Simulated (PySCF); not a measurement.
As (SMILES [As]), quartet.

The PySCF input:
```python
from pyscf import gto, scf, dft

mol = gto.M(
    atom='''
As    0.000000    0.000000    0.000000
''',
    basis='6-31g*',
    charge=0,
    spin=3,
    verbose=4,
)

mf = dft.UKS(mol)
mf.xc = 'pbe0'
mf = mf.density_fit(auxbasis='def2-universal-jkfit')
mf.kernel()
```

**Question.** What does this run give for the HOMO energy, number of basis functions, <S^2>, dipole moment, total energy?

**Answer.** 
```
Property                          Result
-------------------------  -------------
HOMO energy                     -7.11 eV
number of basis functions             32
<S^2>                              3.750
dipole moment                     0.00 D
total energy               -2235.2531 Eh
```

These values belong to the state on which the SCF converged, which isn't shown to be the lowest.
